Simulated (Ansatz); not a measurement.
Reaction (ligand exchange at the Hf–Se bond): `[Cl][Hf]([Cl])([Cl])[SeH]` + H–F → `[F][Hf]([Cl])([Cl])[Cl]` + H₂Se

Calculated with Ansatz (gas phase, PBE0-D4/def2-TZVP geometries, no zero-point term in ΔE). CCSD(T)/CBS adds triple-zeta CCSD(T) − MP2 to the extrapolated MP2 energy (def2 sets, frozen cores). This one scheme is used for every species. DFT in def2-TZVPP. def2 core potentials past Kr. For Hf, Se outer-core shells are correlated without core-valence functions, which leaves a few kJ/mol of doubt a bond. Scalar relativity is left out up to krypton. One conformer a species, not always the lowest.

CCSD(T)/CBS gives -70.6 kJ/mol.

Another level gave -71.6 kJ/mol. Which?
A. PBE-D4/def2-TZVPP
B. PBE-QIDH/def2-TZVPP
C. MP2/def2-TZVPP
D. ωB97M-V/def2-TZVPP

B. PBE-QIDH -71.6, ωB97M-V -88.3, PBE-D4 -81.3, MP2/def2-TZVPP -62.6 kJ/mol.

Largest T1 diagnostic among the species: 0.014.

From r2SCAN to r2SCAN0 (25 % exact exchange), in def2-TZVPP and without D4, ΔE moves by +6.7 kJ/mol. The D4 term adds +9.4 kJ/mol with B3LYP and +5.3 kJ/mol with PBE0; it sums over pairs of atoms, weighted by their polarisabilities, and B3LYP, whose exchange is more repulsive, gets the larger term. At CCSD(T), def2-SVP lies −28.8 kJ/mol from the extrapolated value and def2-TZVPP −4.0 kJ/mol.

B3LYP here is the variant with VWN-RPA as its local correlation; programs differ in this.
